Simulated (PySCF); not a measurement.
C11H10.
Bonds: C1–C2 (double), C2–C3, C2–C4, C4–C5 (triple), C5–C6, C6–C7 (aromatic), C7–C8 (aromatic), C8–C9 (aromatic), C9–C10 (aromatic), C10–C11 (aromatic), C6–C11 (aromatic). Hydrogens: H12, H13 on C1; H14, H15, H16 on C3; H17 on C7; H18 on C8; H19 on C9; H20 on C10; H21 on C11.

NICS = −σ at a ghost point: NICS(0) at the centroid of the ring atoms, NICS(1) 1 Å to either side along the normal of their mean plane, zz for the tensor component along that normal. Level: GIAO PBE0/pcSseg-1 (PySCF, non-relativistic, gas phase) on the GFN2-xTB geometry, one conformer.

Ring bond lengths (Å), with Mayer bond orders in brackets: C6–C7 1.396 (1.41), C7–C8 1.381 (1.45), C8–C9 1.386 (1.42), C9–C10 1.386 (1.43), C10–C11 1.381 (1.45), C11–C6 1.396 (1.40).

Task: Give the NICS values of each ring in ppm.

Result: 
```json
{"ring": "C6–C7–C8–C9–C10–C11", "type": "6-membered carbocycle; formal bonds all aromatic", "NICS(0)": "-8.2", "NICS(1), two faces": "-10.9 / -10.9", "NICS(1)zz, two faces": "-27.1 / -27.3", "rms pucker (Å)": "0.00", "centre to ring atoms, mean (Å)": "1.39"}
```

Task: What can be read from them?

Result: 
- C6–C7–C8–C9–C10–C11: mean NICS(1)zz -27.2 ppm, shielded, aromatic by this magnetic criterion (flat ring, no four-coordinate atom).

Task: What does the geometric index give? Use HOMA with the parameters of Krygowski (1993).

Result: 
- C6–C7–C8–C9–C10–C11: HOMA 0.99 = 1 − EN − GEO, with mean bond length 1.388 Å, EN = α(Ropt − mean)² = 0.000 and GEO = α × variance = 0.010. The geometric and the magnetic index point the same way.

Task: What field does 1 T along the ring normal induce along that normal at the first NICS(1) probe listed for ring C6–C7–C8–C9–C10–C11, 1 Å off the ring?

Result: NICSzz × B0 = -27.1 ppm × 1 T = -27 μT, against the applied field.

Task: What are the shieldings of the ring atoms and their hydrogens in the same run (means over atoms taken as equivalent)?

Result: 
```csv
atoms,environment,σ isotropic (ppm)
C6,substituted aromatic carbon,58.8
C7 (×2),aromatic CH carbon,48.1
C8 (×2),aromatic CH carbon,53.1
C9,aromatic CH carbon,53.4
H17 (×2),aromatic hydrogen,23.92
H18 (×2),aromatic hydrogen,24.09
H19,aromatic hydrogen,24.16
```

Hardware: one thread of an Arm Neoverse V2, no GPU, on a shared host. Cost: 51 s. This is the whole shielding run at PBE0/pcSseg-1, SCF included.
